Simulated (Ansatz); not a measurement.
Reaction (redistribution): `O[SiH2][AlH2]` + `BC(O)[SiH3]` → `O[SiH2]C(O)[SiH3]` + `[BH2][AlH2]`

Calculated with Ansatz (gas phase, PBE0-D4/def2-TZVP geometries, no zero-point term in ΔE). CCSD(T)/CBS is the MP2 limit (def2-TZVPP, def2-QZVPP) plus CCSD(T) − MP2 in def2-TZVPP, frozen cores. This one scheme is used for every species. DFT in def2-TZVPP. B3LYP here is the variant with VWN-RPA as its local correlation; programs differ in this. One conformer a species, not always the lowest.

`O[SiH2][AlH2]`:

```xyz
8

O    -1.631    0.134    0.884
Si   -0.348    0.681   -0.017
Al    1.248   -1.161   -0.344
H    -2.326    0.764    1.081
H    -0.825    1.225   -1.330
H     0.305    1.849    0.658
H     2.562   -0.884   -1.197
H     1.015   -2.609    0.265
```

`BC(O)[SiH3]`:

Z-matrix (Å, degrees):
```
C
O 1 1.408
Si 1 1.953 2 111.4
B 1 1.515 2 117.4 3 106.2
H 1 1.099 2 113.7 3 -115.0
H 2 0.961 1 109.3 3 60.4
H 3 1.486 1 113.1 2 83.5
H 3 1.488 1 104.2 2 -34.1
H 3 1.484 1 111.0 2 -152.7
H 4 1.199 1 117.4 2 173.1
H 4 1.194 1 121.5 2 -13.8
```

`O[SiH2]C(O)[SiH3]`:

Z-matrix (Å, degrees):
```
Si
C 1 1.885
O 1 1.645 2 109.4
H 1 1.483 2 110.0 3 -117.7
H 1 1.488 2 108.6 3 121.9
Si 2 1.888 1 114.6 3 -174.1
O 2 1.439 1 104.5 3 -51.7
H 2 1.102 1 106.9 3 65.8
H 3 0.960 1 114.6 2 44.8
H 6 1.492 2 107.9 1 170.3
H 6 1.485 2 111.1 1 51.6
H 6 1.487 2 110.5 1 -70.4
H 7 0.961 2 109.2 1 -179.3
```

`[BH2][AlH2]`:

```xyz
6

B    -0.516    0.625   -0.764
Al    0.463   -0.562    0.687
H    -1.212    1.561   -0.478
H    -0.423    0.422   -1.943
H     1.929   -0.195    1.194
H    -0.242   -1.851    1.305
```

(1) Is it downhill or uphill in electronic energy at CCSD(T)/CBS, and by how much? (Best estimate.)

(2) What do these levels give: PBE-D4, ωB97X-V, B3LYP, MP2/def2-TZVPP, SCS-MP2/def2-TZVPP, CCSD/def2-TZVPP? (Best estimate.)

Largest T1 diagnostic among the species: 0.013.

## Answers

(1) The calculation gave: Uphill: ΔE = +0.41 eV.

(2) Computed: PBE-D4 0.61, ωB97X-V 0.41, B3LYP 0.49, MP2/def2-TZVPP 0.41, SCS-MP2/def2-TZVPP 0.37, CCSD/def2-TZVPP 0.38 eV.

The D4 term adds −0.04 eV with B3LYP and −0.02 eV with PBE0; it sums over pairs of atoms, weighted by their polarisabilities, and B3LYP, whose exchange is more repulsive, gets the larger term. From PBE to PBE0 (25 % exact exchange), in def2-TZVPP and without D4, ΔE moves by −0.07 eV. In def2-TZVPP, CCSD(T) changes the Hartree–Fock value by +0.13 eV (the triples alone add +0.03 eV) and MP2 by +0.13 eV.
